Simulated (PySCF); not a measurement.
**Pt: excitation energy**

Pt [Xe] 4f14 5d9 6s1 (3D) → Pt [Xe] 4f14 5d10 (1S), as a difference of total energies. Computed with PySCF 2.14 in aug-cc-pVQZ-PP with ECP60MDF, with a scalar-relativistic core potential. Correlated levels: valence: 5s2 5p6 frozen. The calculations carry no spin-orbit coupling.

| method | excitation energy (cm⁻¹) | error (cm⁻¹) |
| --- | --- | --- |
| UHF | 8656.3 | +6732 |
| LDA | 3417.7 | +1493 |
| PBE | 4024.1 | +2099 |
| PBE0 | 4268.6 | +2344 |
| r2SCAN | 6879.1 | +4954 |
| TPSS | 5033.7 | +3109 |
| TPSSh | 5010.3 | +3086 |
| BLYP | 4122.3 | +2198 |
| MP2 (valence) | 1353.5 | -571 |
| SCS-MP2 (valence) | 919.25 | -1005 |

Reference: 1924.7 cm⁻¹ (measured; NIST levels, between the centres of gravity of the two terms).
